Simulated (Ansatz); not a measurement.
`[SiH3][SiH2][SnH3]` + `CC(C)F` → `C[CH](C)[SnH3]` + `F[SiH2][SiH3]` at 600 K and 1 bar (formal exchange of groups at the Sn–Si bond).

Isolated molecules relaxed with PBE0-D4/def2-TZVP in Ansatz; ΔE leaves out vibrations. CCSD(T)/CBS adds triple-zeta CCSD(T) − MP2 to the extrapolated MP2 energy (def2 sets, frozen cores). Elements past krypton have def2 core potentials. For Sn outer-core shells are correlated without core-valence functions, which leaves a few kJ/mol of doubt a bond.

| species | CCSD(T)/CBS energy (Eh) | H − E (kJ/mol) | S (J/(mol·K)) |
| --- | --- | --- | --- |
| `[SiH3][SiH2][SnH3]` | -796.96755 | 233.0 | 488.2 |
| `CC(C)F` | -218.16942 | 300.9 | 367.4 |
| `C[CH](C)[SnH3]` | -334.18096 | 365.9 | 461.6 |
| `F[SiH2][SiH3]` | -681.00067 | 166.4 | 386.0 |

H − E and S are ideal-gas, rigid-rotor, harmonic terms from PBE0-D4/def2-TZVP. 1 Eh = 2625.50 kJ/mol, R = 8.31446 J/(mol·K).

Problem. By hand: ΔE, ΔH, ΔS and ΔG.

Solution. ΔE = (-334.18096) + (-681.00067) − (-796.96755) − (-218.16942) = -0.04466 Eh = -117.3 kJ/mol. Δ(H − E) = 365.9 + 166.4 − 233.0 − 300.9 = -1.6, so ΔH = -118.9 kJ/mol. ΔS = 461.6 + 386.0 − 488.2 − 367.4 = -8.0 J/(mol·K). ΔG = -118.9 − 600 × (-8.0)/1000 = -114.1 kJ/mol.

Problem. By hand: the equilibrium constant, and the temperature at which ΔG would vanish if ΔH and ΔS stayed fixed.

Solution. log₁₀ K = −ΔG/(RT ln 10) = 9.9. ΔG = 0 at ΔH/ΔS = 14862 K, far beyond where these terms or the molecules hold.

The number of gas molecules stays the same, so ΔS is small and ΔH decides. A doubt of 5 kJ/mol in ΔE shifts log₁₀ K by 0.4 here. Modes under 60 cm⁻¹, often nearly free rotors, make the harmonic entropy too high. These are equilibria of isolated gas molecules and say nothing of rates. Largest T1 diagnostic: 0.014 (customary marks: 0.02 for closed shells, 0.045 for open ones).
